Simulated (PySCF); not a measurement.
Delta-SCF ions had no search for a lower state. Excitations are Tamm–Dancoff values on a coarser integration grid. The basis has no diffuse functions, so Rydberg states are missing or too high.

Cartesian coordinates (Å):
```xyz
25

C     -4.1633     1.3764     0.8824
S     -3.0550     0.5810    -0.3227
C     -1.4866     0.6157     0.5960
Ge    -0.0500    -0.2078    -0.4965
C     -0.4952    -2.0806    -0.8644
C      0.1916     0.8201    -2.1476
C      1.6064    -0.1186     0.5915
S      2.9890    -0.8548    -0.3311
C      4.3400    -0.6430     0.8704
H     -3.8351     2.4035     1.1063
H     -5.1649     1.4136     0.4297
H     -4.2160     0.7962     1.8169
H     -1.5827     0.0568     1.5423
H     -1.2041     1.6548     0.8357
H     -1.4329    -2.1434    -1.4359
H     -0.6248    -2.6325     0.0791
H      0.3125    -2.5577    -1.4385
H      0.4402     1.8659    -1.9109
H     -0.7339     0.8083    -2.7417
H      1.0115     0.3940    -2.7442
H      1.4433    -0.6612     1.5382
H      1.8220     0.9365     0.8309
H      4.5094     0.4220     1.0939
H      5.2500    -1.0602     0.4152
H      4.1285    -1.1849     1.8054
```
Charge 0, spin multiplicity 1.

### Question
Estimate the vertical ionisation energy (Delta-SCF), HOMO, T1 excitation (TDA), S1–T1 gap (TDA) and LUMO that CAM-B3LYP-D3(BJ)/def2-SVP // B3LYP-D3(BJ)/def2-SVP (PySCF) returns for this input.

### Answer

| Property | Result |
|---|---|
| vertical ionisation energy (Delta-SCF) | 8.19 eV |
| HOMO | -7.43 eV |
| T1 excitation (TDA) | 5.22 eV |
| S1–T1 gap (TDA) | 0.57 eV |
| LUMO | 2.05 eV |
